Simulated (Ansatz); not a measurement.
`CNBOCF` + `BNB` → `BNBNC` + `BOCF`  (redistribution)

Calculated with Ansatz (gas phase, PBE0-D4/def2-TZVP geometries, no zero-point term in ΔE). CBS: MP2 limit from def2 TZ/QZ plus the TZ coupled-cluster correction, frozen cores. DFT in def2-TZVPP. B3LYP here is the variant with VWN-RPA as its local correlation; programs differ in this. One conformer a species, not always the lowest.

```
             level  ΔE (eV)
            r2SCAN     0.15
             B3LYP     0.14
   CCSD/def2-TZVPP     0.15
CCSD(T)/def2-TZVPP     0.13
```

(1) What does CCSD(T)/CBS give? (Best estimate.)

Largest T1 diagnostic among the species: 0.013.

Results:

(1) The calculation gave: +0.13 eV. The listed levels differ from it by 0.02, 0.01, 0.02, 0.00 eV.

From PBE to PBE0 (25 % exact exchange), in def2-TZVPP and without D4, ΔE moves by +0.03 eV. In def2-TZVPP, CCSD(T) changes the Hartree–Fock value by −0.09 eV (the triples alone add −0.01 eV) and MP2 by −0.08 eV.
